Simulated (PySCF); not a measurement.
SMILES c1(Cc2ccco2)ccco1 (C₉H₈O₂), GFN2-xTB optimised geometry.

```
19

C      3.34     0.59     3.47
C      3.20    -0.75     3.30
O      2.78    -1.02     2.05
C      2.65     0.16     1.41
C      2.13     0.15     0.00
C      0.64     0.15     0.00
C     -0.27    -0.87     0.06
C     -1.55    -0.26     0.09
C     -1.32     1.08     0.05
O      0.00     1.34     0.00
C      2.98     1.18     2.24
H      3.66     1.09     4.36
H      3.37    -1.58     3.95
H      2.49     1.04    -0.52
H      2.49    -0.75    -0.51
H     -0.05    -1.92     0.07
H     -2.49    -0.76     0.13
H     -1.99     1.92     0.05
H      2.96     2.23     2.01
```

Density from CAM-B3LYP/def2-SVP in PySCF at that geometry.

Minimum of the electron density along straight lines between bonded atoms, close to the bond critical point (lines longer than 1.1 times the sum of covalent radii, or with two minima, are not listed):

| bond | length / Å | ρ at the minimum / e bohr⁻³ | ∇²ρ there / e bohr⁻⁵ | position (fraction from the first atom) |
|---|---|---|---|---|
| C1–C2 | 1.359 | 0.330 | -0.85 | 0.48 |
| C2–O3 | 1.345 | 0.288 | 0.06 | 0.33 |
| O3–C4 | 1.350 | 0.287 | 0.00 | 0.67 |
| C4–C5 | 1.497 | 0.260 | -0.63 | 0.52 |
| C5–C6 | 1.497 | 0.260 | -0.63 | 0.48 |
| C6–C7 | 1.363 | 0.327 | -0.84 | 0.52 |
| C7–C8 | 1.417 | 0.293 | -0.71 | 0.50 |
| C8–C9 | 1.359 | 0.330 | -0.85 | 0.48 |
| C6–O10 | 1.350 | 0.287 | 0.00 | 0.33 |
| C9–O10 | 1.345 | 0.288 | 0.06 | 0.33 |
| C1–C11 | 1.417 | 0.293 | -0.71 | 0.50 |
| C4–C11 | 1.363 | 0.327 | -0.84 | 0.52 |
| C1–H12 | 1.071 | 0.286 | -1.12 | 0.64 |
| C2–H13 | 1.072 | 0.291 | -1.18 | 0.65 |
| C5–H14 | 1.090 | 0.278 | -1.05 | 0.64 |
| C5–H15 | 1.091 | 0.278 | -1.04 | 0.64 |
| C7–H16 | 1.071 | 0.285 | -1.11 | 0.64 |
| C8–H17 | 1.071 | 0.286 | -1.12 | 0.64 |
| C9–H18 | 1.072 | 0.291 | -1.18 | 0.65 |
| C11–H19 | 1.071 | 0.285 | -1.11 | 0.64 |
